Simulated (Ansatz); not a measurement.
Start from `C#CCBCC` and change one atom or group to get `CCBCN`.

Ansatz, PBE0-D4/def2-TZVP geometries, multiplicity 1. Each molecule was computed in one conformer, which needn't be the lowest.

```csv
property,`C#CCBCC`
LUMO energy (PBE0/def2-TZVPP) / eV,-0.86
LUMO energy (B3LYP/def2-TZVPP) / eV,-1.06
size of the dipole moment (PBE/def2-TZVPP) / D,0.62
HOMO energy (PBE/def2-TZVPP) / eV,-6.41
HOMO–LUMO gap (PBE/def2-TZVPP) / eV,4.55
LUMO energy (PBE/def2-TZVPP) / eV,-1.86
```

Problem. Give the same properties after the change, and the shifts. (An estimate is asked.)

Solution. Computed: 
```json
{"property": "LUMO energy (PBE0/def2-TZVPP) / eV", "`CCBCN`": "-0.64", "shift": "0.22"}
{"property": "LUMO energy (B3LYP/def2-TZVPP) / eV", "`CCBCN`": "-0.88", "shift": "0.18"}
{"property": "size of the dipole moment (PBE/def2-TZVPP) / D", "`CCBCN`": "1.33", "shift": "0.71"}
{"property": "HOMO energy (PBE/def2-TZVPP) / eV", "`CCBCN`": "-5.21", "shift": "1.20"}
{"property": "HOMO–LUMO gap (PBE/def2-TZVPP) / eV", "`CCBCN`": "3.56", "shift": "-0.99"}
{"property": "LUMO energy (PBE/def2-TZVPP) / eV", "`CCBCN`": "-1.65", "shift": "0.21"}
```

With PBE0 the HOMO rises by 0.88 eV and the LUMO rises by 0.22 eV, so the gap narrows by about 0.66 eV. PBE moves the HOMO by 1.20 eV and ωB97M-V by 0.68 eV. Dipoles are sizes alone; their direction can turn.

B3LYP here is the variant with VWN-RPA as its local correlation; programs differ in this.
